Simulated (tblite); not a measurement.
`ClC1=CN(C2CC2)C=[NH+]1` (charge +1). Structure optimised with GFN2-xTB, isolated species.

```
atom  x, y, z in Å
Cl1    4.1567    0.0587    0.7957
C2     2.5214   -0.0375    0.3778
C3     1.4010    0.4878    0.9700
N4     0.3232    0.1119    0.2201
C5    -1.0237    0.4677    0.5215
C6    -1.9956    0.7320   -0.5978
C7    -2.1370   -0.5029    0.2267
C8     0.7549   -0.6187   -0.7996
N9     2.0871   -0.7234   -0.7236
H10    1.3172    1.0869    1.8535
H11   -1.0826    1.0712    1.4162
H12   -1.6381    0.6471   -1.6119
H13   -2.7034    1.5333   -0.4578
H14   -2.9429   -0.5616    0.9409
H15   -1.8779   -1.4559   -0.2070
H16    0.1485   -1.0576   -1.5677
H17    2.6843   -1.2269   -1.3670
```

(1) What is the longest distance between nuclei?

(2) Work out the bond lengths Cl1–C2, C2–N9, C3–N4, N4–C5, C5–C6, C6–H13 in Å.

(3) Where is the centre of mass (commonest isotopes), and what is the radius of gyration?

(4) What are the angles Cl1–C2–C3, C3–N4–C8, N4–C5–C6, H12–C6–H13, C5–C7–H14, N4–C8–N9, N4–C8–H16, C2–N9–H17?

(5) How far are the heavy atoms from their best plane (unweighted least squares)?

(6) What is the repulsion energy of the bare nuclei, Σ ZA·ZB/RAB?

(7) Give the dihedral angles C7–C5–C6–H12, C3–N4–C5–C7, C3–N4–C8–N9.

(8) How far apart are these pairs, which share no bond: Cl1···C6, Cl1···C7, Cl1···H11, N4···H16, C5···H15?

(9) Write the matrix of distances between heavy atoms (Å, lower triangle).

## Answers

(1) Cl1···H14 and Cl1···H13, 7.128 Å.

(2) For Cl1–C2 the difference vector is (-1.6353, -0.0962, -0.4179) Å, of length 1.6906 Å. Cl1–C2 1.691; C2–N9 1.368; C3–N4 1.366; N4–C5 1.425; C5–C6 1.506; C6–H13 1.078 Å.

(3) Mass 143.038 u; centre at (1.169, -0.001, 0.197) Å; Rg = √(Σ m r²/M) = 2.409 Å. As Ia + Ib + Ic = 2 Σ m r², the three principal moments sum to 1660.1 u·Å².

(4) From the scalar product of the two bond vectors; for Cl1–C2–C3 it is -1.5342 Å² over 1.6906 × 1.3718 Å², cos θ = -0.6615. Cl1–C2–C3 131.4°; C3–N4–C8 108.5°; N4–C5–C6 119.8°; H12–C6–H13 113.5°; C5–C7–H14 117.2°; N4–C8–N9 108.9°; N4–C8–H16 126.3°; C2–N9–H17 125.0°.

(5) 0.352 Å rms; Cl1 0.00, C2 0.00, C3 0.00, N4 0.00, C5 0.00, C6 0.75, C7 0.75, C8 0.00, N9 0.00 Å (magnitudes).

(6) 505.77 Eh over 136 pairs, with full nuclear charges and distances in bohr; the largest single term is 31.93 Eh (Cl1 with C2).

(7) C7–C5–C6–H12 -109° (anticlinal); C3–N4–C5–C7 -145° (anticlinal); C3–N4–C8–N9 0° (synperiplanar). Dihedral signs follow IUPAC: positive where, seen along the central bond, the front bond turns clockwise onto the rear one.

(8) Cl1···C6 6.344 Å (5 bonds apart); Cl1···C7 6.344 Å (5 bonds apart); Cl1···H11 5.372 Å (5 bonds apart); N4···H16 2.143 Å (2 bonds apart); C5···H15 2.227 Å (2 bonds apart).

(9) 
```
Cl1   0.000
C2    1.691  0.000
C3    2.794  1.372  0.000
N4    3.877  2.209  1.366  0.000
C5    5.204  3.584  2.466  1.425  0.000
C6    6.344  4.685  3.749  2.536  1.506  0.000
C7    6.344  4.684  3.749  2.536  1.506  1.492  0.000
C8    3.818  2.201  2.185  1.327  2.468  3.071  3.071  0.000
N9    2.684  1.368  2.192  2.168  3.556  4.336  4.335  1.338  0.000
```

The point group is Cs within 0.08 Å; differences among equivalent distances and angles are scatter left by the optimiser. Its GFN2-xTB frequencies are all real (lowest 50 cm⁻¹). 2 starts were optimised and ended at 0.00 and 0.86 kcal/mol (GFN2-xTB); the lowest of these is shown.

One conformer stands for the species.

These are computed values.
